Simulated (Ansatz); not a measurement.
`O[SiH2][Ga]1[CH2][S]1`, relaxed with RKS PBE0-D4/def2-TZVP in the Gaussian-basis code of Ansatz from a PBE-D4/def2-SVP geometry. The force threshold is 0.005 eV/Å; the program also tests the step.

Total charge 0; spin multiplicity 1.

Start:

```xyz
10

O     1.892    1.327   -1.571
Si    1.698   -0.134   -0.754
Ga   -0.462   -0.326    0.244
C    -2.245   -0.079    1.042
S    -1.759   -1.906    1.091
H     1.745    2.127   -1.037
H     2.708   -0.332    0.351
H     1.873   -1.199   -1.793
H    -2.341    0.386    2.040
H    -3.109    0.136    0.387
```

Q: By how much does the energy fall, and how many steps does the optimiser take? (Best estimate.)

A: Ansatz gave: 5.95 kJ/mol, in 7 steps.

Q: Which bonds change most? (Estimate.)

A: Ansatz gave: O1–Si2 from 1.685 to 1.648 Å; Ga3–S5 from 2.212 to 2.179 Å; C4–S5 from 1.891 to 1.864 Å; Si2–H7 from 1.510 to 1.489 Å.

Q: Give the relaxed structure. (Estimate.)

A: Ansatz gave: 
```xyz
10

O     1.875    1.311   -1.535
Si    1.682   -0.128   -0.755
Ga   -0.466   -0.366    0.248
C    -2.228   -0.078    1.030
S    -1.769   -1.883    1.112
H     1.762    2.120   -1.034
H     2.683   -0.316    0.332
H     1.859   -1.171   -1.790
H    -2.320    0.389    2.006
H    -3.079    0.123    0.386
```
